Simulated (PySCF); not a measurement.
# Stretching one bond of AlFHN

All numbers below are calculated, not measured. The program is PySCF 2.14.0, an open-source quantum chemistry code, run on an isolated molecule that a program drew, which may never have been made. The molecule is AlFHN (charge 0, singlet), drawn as the SMILES string `[NH]=[Al][F]`.

The structure below is the HF double-zeta minimum with every atom moved a little at random, so it isn't optimised. Bond N1-H4 is then set to each length in the table by shifting atom 4 along it, with nothing else relaxed.
```xyz
4
AlFHN, angstrom
N     0.7336   -0.9455    0.3545
Al   -0.5875    0.0857    0.6010
F    -1.9083    1.0372    0.7748
H     1.4704   -1.4574    0.3073
```

E is the energy above the same method's energy at the HF double-zeta minimum. IE is the energy to remove one electron at fixed geometry, to the doublet state of charge +1, as a difference of total energies. The basis family is cc-pV(n+d)Z, with UHF for radicals and no spin-orbit coupling. Best is HF at quadruple zeta, plus MP2 correlation extrapolated from triple and quadruple zeta, plus CCSD(T) minus MP2 at triple zeta, with a frozen core. The other columns are at triple zeta.

```
bond (Å),E CCSD (kcal/mol),E MP2 (kcal/mol),E CCSD(T) (kcal/mol),E best (kcal/mol),IE CCSD (eV),IE MP2 (eV),IE CCSD(T) (eV),IE best (eV),T1
0.8824,13.29,12.16,12.57,12.42,8.542,8.912,8.721,8.948,0.019
0.8984,10.54,9.36,9.79,9.66,8.532,8.905,8.712,8.939,0.019
0.9494,5.17,3.81,4.28,4.22,8.500,8.881,8.682,8.911,0.019
0.9874,3.86,2.36,2.87,2.83,8.476,8.863,8.659,8.891,0.019
1.0534,?,?,?,?,?,?,?,?,?
1.3124,35.77,33.37,33.74,33.57,8.282,8.725,8.479,8.724,0.020
```

T1 is the CCSD diagnostic of the starting molecule.

**Estimate the best E and IE at 1.0534 Å from the other rows.**

A least-squares cubic in the inverse of the bond length through the other values of E best gives 4.30 kcal/mol there. A least-squares quadratic in the bond length through IE best gives 8.856 eV. The calculation gives 4.36 kcal/mol and 8.855 eV, so the fits miss by 0.06 kcal/mol and 0.001 eV. The same recipe one zeta lower moves these two values by 0.20 kcal/mol and 0.08 eV, a gauge of their own error. The rest of the row: E is 5.56 (CCSD), 3.83 (MP2), 4.39 (CCSD(T)); IE is 8.435 (CCSD), 8.832 (MP2), 8.620 (CCSD(T)); T1 is 0.019.
